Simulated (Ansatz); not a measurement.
Coupled-cluster diagnostics for Te₄As⁺, Ansatz.

Geometry of the singlet (PBE-D4/def2-SVP):

```csv
atom,x (Å),y (Å),z (Å)
As1,1.6475,-0.5684,1.8080
Te2,-2.7445,0.0972,-1.7667
Te3,0.0818,1.4009,1.6505
Te4,1.3191,-1.6616,-0.4394
Te5,-0.3039,0.7319,-1.2524
```

In the def2 sets Te takes a core potential; there is no spin–orbit coupling. Correlated methods freeze 25 core orbitals; core or outer-core shells of As, Te are correlated, in sets that lack core-valence functions. Another isomer (singlet) lies 0.90 eV lower at PBE0-D4/def2-TZVP; other spin states weren't run for this one.

Estimate the CCSD(T) correlation energy, the shares of MP2 and (T), T1 and the reference's ⟨S²⟩ for: charge 1, singlet, own geometry in def2-SVP; and the rough time on 4 threads of Arm Neoverse V2 on a shared host.


| state | basis | correlation (eV) | MP2 share (%) | (T) share (%) | T1 | ⟨S²⟩ (pure) | wall time | remarks |
| --- | --- | --- | --- | --- | --- | --- | --- | --- |
| charge 1, singlet, own geometry | def2-SVP | -21.109 | 93.1 | 5.9 | 0.027 | 0.00 (0.00) | 53 s | large T1 (0.027), restricted SCF unstable |
Customary marks for T1 are 0.02 (closed shells), 0.045 (open shells) and about 0.05 (3d metals). T1 exceeds 0.02 in 1 of 1 rows and 0.045 in 0; the higher it lies, the less the single-reference result can be trusted.
